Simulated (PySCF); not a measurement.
C7H12O2.
Z-matrix (Å and degrees, GFN2-xTB geometry), rows numbered from 1:
```
C 
C   1  1.5074
O   2  1.2027  1  124.75
O   2  1.3352  1  110.71  3  -179.54
C   4  1.4274  2  118.55  1   179.55
C   5  1.5285  4  111.87  2   114.49
C   6  1.5256  5  102.73  4   160.85
C   7  1.5396  6  105.14  5   -35.50
C   5  1.5316  4  110.79  2  -130.50
H   1  1.0866  2  109.28  3   -48.57
H   1  1.0879  2  108.81  3    69.17
H   1  1.0849  2  110.35  3  -170.36
H   5  1.0957  4  108.48  2    -7.82
H   6  1.0885  5  112.51  4   -77.27
H   6  1.0911  5  108.57  4    43.26
H   7  1.0885  6  112.02  5  -157.47
H   7  1.0906  6  109.46  5    82.73
H   8  1.0893  7  110.89  6  -103.96
H   8  1.0891  7  110.64  6   136.75
H   9  1.0905  5  107.93  4   -33.17
H   9  1.0885  5  111.87  4    85.71
```

NICS = −σ at a ghost point: NICS(0) at the centroid of the ring atoms, NICS(1) 1 Å to either side along the normal of their mean plane, zz for the tensor component along that normal. Level: GIAO PBE0/pcSseg-1 (PySCF, non-relativistic, gas phase) on the GFN2-xTB geometry, one conformer.

Ring bond lengths (Å), with Mayer bond orders in brackets: C5–C6 1.529 (1.02), C6–C7 1.526 (1.03), C7–C8 1.540 (1.03), C8–C9 1.537 (1.03), C9–C5 1.532 (1.02).

Question: Give the NICS values of each ring in ppm.

Answer: 
```
          ring                                            type  NICS(0)  NICS(1), two faces  NICS(1)zz, two faces  rms pucker (Å)  centre to ring atoms, mean (Å)
C5–C6–C7–C8–C9  5-membered carbocycle; formal bonds all single     -5.4         -4.2 / -3.0           -3.9 / -1.3            0.18                            1.28
```

Question: What do they say, and how far can they be read as aromaticity?

Answer: 
- C5–C6–C7–C8–C9: mean NICS(1)zz -2.6 ppm, near zero. C5, C6, C7, C8, C9 have four or more neighbours, so the value isn't read as a sign of a π ring current.

Question: Give the inner angles of the rings and the Hirshfeld charges of the ring atoms.

Answer: 
- C5–C6–C7–C8–C9: C5 103.6° (+0.046 e), C6 102.7° (-0.079 e), C7 105.1° (-0.066 e), C8 106.3° (-0.066 e), C9 105.3° (-0.077 e); sum 523.0° against 540° for a flat convex ring.

Question: How shielded are the nuclei of the rings and their hydrogens (means over atoms taken as equivalent)?

Answer: 
```csv
atoms,environment,σ isotropic (ppm),"principal values of the symmetric part, first atom (ppm)"
C5,sp3 carbon bound to oxygen,111.3,"58.9, 120.0, 155.1"
C6 (×2),ring CH2 carbon,152.6,"123.9, 158.3, 170.5"
C7 (×2),ring CH2 carbon,163.0,"135.7, 173.3, 177.0"
H13,methine hydrogen,25.97,"22.4, 25.3, 30.3"
H14 (×2),methylene hydrogen,29.83,"25.5, 28.3, 35.8"
H15 (×2),methylene hydrogen,30.10,"26.0, 29.3, 35.3"
H16 (×2),methylene hydrogen,29.86,"25.2, 27.3, 37.2"
H17 (×2),methylene hydrogen,30.03,"25.3, 27.9, 37.1"
```
